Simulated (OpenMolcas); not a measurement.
# What dynamic correlation does to the levels of P I

```
Program             : OpenMolcas
Basis               : ANO-RCC-VDZP [4s3p1d]
Scalar Hamiltonian  : DKH2, point nucleus
Active space        : 3 electrons in 3 orbitals (3p)
State averaging     : 2S+1 = 4 odd, 1 root; 2S+1 = 2 odd, 8 roots
Spin-orbit coupling : state interaction with AMFI integrals over the reference wave functions, term energies averaged over their components
```

Methods on the same reference wave functions:
A. CASSCF
B. SS-CASPT2, IPEA 0.25 Eh, imaginary shift 0.1 Eh (closed shells correlated: 2s 2p 3s)

Energies in cm⁻¹ above 3s² 3p³ ⁴S°_3/2, the measured ground level; measured values from NIST Handbook of Basic Atomic Spectroscopic Data.

```csv
Level,A,B,Measured
3s² 3p³ ⁴S°_3/2,0.0,0.0,0.0
3s² 3p³ ²D°_3/2,15290,13730,11361
3s² 3p³ ²D°_5/2,15297,13740,11377
3s² 3p³ ²P°_1/2,25338,21930,18723
3s² 3p³ ²P°_3/2,25346,21940,18748
```

Deviations, from unrounded energies. A percentage is the sum of absolute deviations over the sum of measured energies, with the sign that they share, or ± where signs differ.

```
                        Against measurement  Levels      A      B
             mean absolute deviation (cm-1)       4   5300   2800
other terms of the ground configuration (%)       4  +35.0  +18.5
```

B lies closest to measurement on these levels. The largest miss of B in the table is 3s² 3p³ ²P°_1/2, by +3200 cm-1. The ranking rests on the paired levels alone, and a cruder setting can come out closer through cancelling errors.

From A to B the spin-free energies of the other terms of 3s² 3p³ shown, above ⁴S°, scale by factors of 0.87 to 0.90.

The lowest spin-free term lies below A's lowest term by 0.070 hartree in B.

CASPT2 breaks the degeneracy within a term, and the mean is taken; among the terms shown or strongly mixed into the levels shown the widest spread is 360 cm-1 (3s² 3p³ ²D°, B). With the s shell closed, the reference lacks s² → p² mixing. Without dynamic correlation excited terms often stand tens of per cent too high (terms of higher spin than the ground term too low), and those without a measured partner can miss by more than the paired ones (holds for A). Some terms miss by over 15 % even with CASPT2, which points to a basis or an active space too small for the shells correlated (holds for B). Measured partners are found by configuration, term and J. A level has none where our copy of the source lacks it or the pairing is in doubt (some pairs that miss far off the trend of their configuration count as doubtful), and it then counts in no deviation. Levels of configurations outside the active space are missing.

° marks odd parity.
